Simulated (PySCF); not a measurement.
Molecule: SMILES C=C[SiH2][SiH2][SiH3], C2H10Si3.

Bonds (- single, = double, # triple, : aromatic): C1=C2, C2-Si3, Si3-Si4, Si4-Si5. C1 carries H6, H7; C2 carries H8; Si3 carries H9, H10; Si4 carries H11, H12; Si5 carries H13, H14, H15. H6 is cis to Si3; H7 is trans to Si3.

Frames of a GFN2-xTB Langevin trajectory at 300 K; GIAO PBE0/pcSseg-1 shieldings in PySCF 2.14, gas phase, non-relativistic; equivalent atoms averaged within each frame.

Referencing at the same level of theory: ¹³C (186.93 ppm), ²⁹Si (349.16 ppm), ¹H (31.72 ppm) against TMS. The references are static minima.

Question: How do the shifts (ppm) fluctuate along the trajectory?

Answer: 
| time (fs) | C1 | C2 | Si3 | Si4 | Si5 | H7 | H6 | H8 | H9/H10 | H11/H12 |
| --- | --- | --- | --- | --- | --- | --- | --- | --- | --- | --- |
| 250 | 147.7 | 139.0 | -72.1 | -115.4 | -118.5 | 7.35 | 6.75 | 5.46 | 4.88 | 4.23 |
| 425 | 139.8 | 143.5 | -67.3 | -122.7 | -117.2 | 6.54 | 6.23 | 7.28 | 4.62 | 3.72 |
| 625 | 142.7 | 141.2 | -67.1 | -144.6 | -116.4 | 6.35 | 5.56 | 6.40 | 4.29 | 3.09 |
| 800 | 149.0 | 144.4 | -75.1 | -128.8 | -117.7 | 6.84 | 6.01 | 7.51 | 5.15 | 3.44 |
| 1000 | 146.7 | 142.6 | -66.8 | -140.8 | -102.9 | 7.18 | 5.86 | 6.44 | 4.37 | 3.28 |
| mean of frames | 145.2 | 142.1 | -69.7 | -130.5 | -114.5 | 6.85 | 6.08 | 6.62 | 4.66 | 3.55 |
| standard deviation | 3.8 | 2.1 | 3.7 | 12.2 | 6.6 | 0.42 | 0.45 | 0.82 | 0.36 | 0.44 |

5 frames give an uncertainty of the mean of about the standard deviation over 2.2 at best, since frames this close in time may not be independent; classical motion lacks zero-point vibration, and the reference would need the same averaging.
